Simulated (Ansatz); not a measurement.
Species: C$_{3}$H$_{9}$Al, SMILES `[CH3][Al]([CH3])[CH3]` (charge 0, multiplicity 1), formula C₃H₉Al.

How many basis functions does Ansatz (a quantum-chemistry and plane-wave program) with frozen-core CCSD(T)/cc-pVTZ // B3LYP-D3(BJ)/def2-TZVP use, how many core orbitals are frozen, and how many electrons are correlated?

250 basis functions and 8 frozen orbitals, which leaves 24 correlated electrons. Core time is of the order of minutes.
